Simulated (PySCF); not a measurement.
## Working out the ionisation energy of C⁺

C⁺ [He] 2s2 2p1 (2P) → C²⁺ [He] 2s2 (1S). All numbers are calculated (PySCF 2.14, no relativity, point nucleus, in 6-31G* (3s2p1d, 14 functions)). Frozen: 1s2. Energies in hartree (1 hartree = 27.21139 eV):

```csv
part,C⁺ (lower),C²⁺ (upper)
UHF,-37.286715,-36.397259
CCSD correlation,-0.066970,-0.072123
(T),-0.000719,0.000000
```

What does Hartree-Fock give?

(-36.397259) − (-37.286715) = 0.889456 hartree = 24.203 eV.

What do CCSD and CCSD(T) give?

The CCSD correlation energies differ by -0.005153 hartree = -0.140 eV and the triples by 0.000719 hartree = 0.020 eV, so CCSD gives 24.063 eV and CCSD(T) 24.083 eV.

Measured between the centres of the two terms (NIST): 24.378 eV, so CCSD(T) (valence) is off by -0.295 eV.

The coupled-cluster amplitudes are large, so a single reference is strained.

What remains against the reference includes basis incompleteness, the frozen core and higher excitations.
